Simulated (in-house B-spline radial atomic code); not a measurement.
The numbers below are computed, except where a source is named.
# Weak and strong correlation along the adiabatic connection

Two-electron singlets in several external potentials (atomic units), by full CI in B-splines with partial waves to l = 8 (correlation energies up to 0.6 % small). The repulsion is scaled by λ at fixed density; W(λ) is the mean repulsion less the Hartree energy, W(0) = E_x, and the area under W from 0 to 1 is E_xc.

One system gave this curve:

| λ | W (hartree) |
| --- | --- |
| 0 | -0.86738 |
| 0.02 | -0.86932 |
| 0.05 | -0.87219 |
| 0.12 | -0.87873 |
| 0.25 | -0.89025 |
| 0.4 | -0.90263 |
| 0.6 | -0.91779 |
| 0.8 | -0.93157 |
| 1 | -0.94416 |
| 1.4 | -0.96628 |
| 2 | -0.99341 |
| 3 | -1.0273 |
| 4.5 | -1.062 |
| 7 | -1.0977 |
| 10 | -1.1233 |

Problem. Which system is it?
A. −Z/r, Z = 0.96, wall at 1.25 bohr
B. −Z/r, Z = 1.75
C. −V exp(−r²/w²), V = 4.64, w = 6.16
D. −Z exp(−kr)/r, Z = 6.76, k = 2.56

Solution. B. The exchange energy sets the size: −Z/r, Z = 1.75: E_x = -0.867, E_c = -0.0415; −Z exp(−kr)/r, Z = 6.76, k = 2.56: E_x = -3.55, E_c = -0.0461; −Z/r, Z = 0.96, wall at 1.25 bohr: E_x = -1.51, E_c = -0.0464; −V exp(−r²/w²), V = 4.64, w = 6.16: E_x = -0.492, E_c = -0.0378 hartree.
